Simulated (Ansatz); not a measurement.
CH4BCl3Si, SMILES `ClC[SiH2]B(Cl)Cl` at its PBE0-D4/def2-TZVP geometry, where that method's forces vanish. Charge 0, multiplicity 1.

```xyz
10

Cl   -2.3339   -0.4249    0.2996
C    -1.2044    0.5420   -0.6931
Si    0.4318    0.6716    0.2342
B     1.1835   -1.1804    0.5184
Cl    2.1211   -1.5767    1.9309
Cl    0.9433   -2.4066   -0.6990
H    -1.0901    0.0310   -1.6492
H    -1.6677    1.5127   -0.8678
H     1.4005    1.4497   -0.5937
H     0.2158    1.3817    1.5196
```

What forces (eV/Å) does B3LYP-D4/def2-TZVPP give on these atoms in the Gaussian-basis code of Ansatz? (Estimate.)

The calculation gave: 
```
Cl1 -0.302 -0.236  0.221
C2   0.182  0.231 -0.295
Si3  0.142  0.111  0.056
B4  -0.075  0.178 -0.023
Cl5  0.117 -0.040  0.187
Cl6 -0.037 -0.148 -0.161
H7  -0.014  0.054  0.058
H8   0.031 -0.068 -0.008
H9  -0.060 -0.040  0.051
H10  0.015 -0.041 -0.087
```

B3LYP here is the variant with VWN-RPA as its local correlation; programs differ in this.
